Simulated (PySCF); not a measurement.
Cr (chromium, neutral) across methods

[Ar] 3d4 4s1 4p1, one real determinant (an excited configuration). Computed with PySCF 2.14 in aug-cc-pVQZ-DK (9s8p6d4f3g2h, 140 functions), with scalar relativity by spin-free X2C-1e.

```json
{"method": "LDA", "E (hartree)": "-1048.331", "mean ε 3d α (eV)": "-8.520", "mean ε 4s α (eV)": "-6.465", "mean ε 4p α (eV)": "-2.605", "Σ⟨r²⟩ (bohr²)": "48.17", "⟨S²⟩": "12.000"}
{"method": "PBE", "E (hartree)": "-1050.423", "mean ε 3d α (eV)": "-8.382", "mean ε 4s α (eV)": "-6.293", "mean ε 4p α (eV)": "-2.579", "Σ⟨r²⟩ (bohr²)": "48.55", "⟨S²⟩": "12.000"}
{"method": "PW91", "E (hartree)": "-1050.723", "mean ε 3d α (eV)": "-8.450", "mean ε 4s α (eV)": "-6.354", "mean ε 4p α (eV)": "-2.608", "Σ⟨r²⟩ (bohr²)": "48.42", "⟨S²⟩": "12.000"}
{"method": "BP86", "E (hartree)": "-1050.808", "mean ε 3d α (eV)": "-8.462", "mean ε 4s α (eV)": "-6.429", "mean ε 4p α (eV)": "-2.659", "Σ⟨r²⟩ (bohr²)": "48.16", "⟨S²⟩": "12.000"}
{"method": "PBE0", "E (hartree)": "-1050.452", "mean ε 3d α (eV)": "-10.435", "mean ε 4s α (eV)": "-7.118", "mean ε 4p α (eV)": "-3.253", "Σ⟨r²⟩ (bohr²)": "48.23", "⟨S²⟩": "12.000"}
{"method": "UHF", "E (hartree)": "-1049.58749", "mean ε 3d α (eV)": "-16.263", "mean ε 4s α (eV)": "-9.256", "mean ε 4p α (eV)": "-5.100", "Σ⟨r²⟩ (bohr²)": "48.69", "⟨S²⟩": "12.002"}
{"method": "BLYP", "E (hartree)": "-1050.698", "mean ε 3d α (eV)": "-8.177", "mean ε 4s α (eV)": "-6.081", "mean ε 4p α (eV)": "-2.332", "Σ⟨r²⟩ (bohr²)": "49.14", "⟨S²⟩": "12.001"}
{"method": "r2SCAN", "E (hartree)": "-1050.629", "mean ε 3d α (eV)": "-8.746", "mean ε 4s α (eV)": "-6.545", "mean ε 4p α (eV)": "-2.694", "Σ⟨r²⟩ (bohr²)": "47.67", "⟨S²⟩": "12.001"}
```

⟨L²⟩ = 8.00 against 12 for a pure F term, so this real determinant mixes terms.
